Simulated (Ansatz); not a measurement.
Harmonic frequencies (cm⁻¹) at PBE0-D4/def2-TZVP from Ansatz: 111, 155, 157, 166, 272, 537, 581, 869, 1558, 3588, 3669, 4070.

Each molecule was computed in one conformer, which needn't be the lowest.

Which molecule is it?
A. `[NH2][Mg][F]`
B. `C[S][Mg][Cl]`
C. `[OH][MgH]`
D. `[NH2][Mg][OH]`

D.
